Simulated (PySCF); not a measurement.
## Computed properties of C3H8BeSe, SMILES C[CH](C)[Be][SeH]

C3H8BeSe, SMILES C[CH](C)[Be][SeH]. Coordinates come from a ωB97X-D3(BJ)/def2-SVP optimisation. One conformer was computed; it need not be the lowest. All values are computed for the isolated molecule unless a solvent is named; none is compared with measurement here.

**Structure.** All 33 harmonic modes at ωB97X-D3(BJ)/def2-SVP (PySCF) are real, so it is a minimum. With heavy atoms numbered as in [Be:1]([CH:2]([CH3:3])[CH3:4])[SeH:12], the shortest bond between them is C2–C3 at 1.541 Å and the longest Be1–Se12 at 2.040 Å.

**Vibrations.** The strongest infrared lines (harmonic, unscaled, degenerate partners summed) lie at 1012 cm⁻¹ (155 km/mol, Be 56 %, H 31 %, C 13 %), 3115 cm⁻¹ (59 km/mol, H 91 %, C 9 %), 3037 cm⁻¹ (40 km/mol, H 97 %). The softest mode is at 31 cm⁻¹ and the zero-point energy is 64.6 kcal/mol.

**Electronic structure.** PBE0/def2-TZVP (PySCF) places the frontier levels at -7.19 and -0.68 eV, a gap of 6.51 eV, and gives a dipole moment of 0.99 D and a mean polarisability of 79.3 bohr³. PBE/def2-TZVP (PySCF) at the same geometry gives -6.08 and -1.51 eV, so its gap is 1.94 eV narrower. An orbital gap is neither the optical nor the fundamental gap.

**Excitations.** TDDFT-ωB97X/def2-SVPD (PySCF) has S1 at 5.24 eV (237 nm, f = 0.004, weak); the most intense of the 10 singlets computed lies at 7.89 eV (f = 0.16). T1 (TDA) is at 4.97 eV. TDDFT-PBE/def2-SVPD (PySCF) puts S1 at 4.57 eV. No vertical singlet excitation falls in the visible range (under 3.1 eV).

**NMR.** GIAO shifts at HF/pcSseg-1 (PySCF) (non-relativistic, atoms alike by connectivity averaged): ¹³C from 11.4 to 20.5 ppm against TMS; ¹H from 0.1 to 1.4 ppm against TMS.
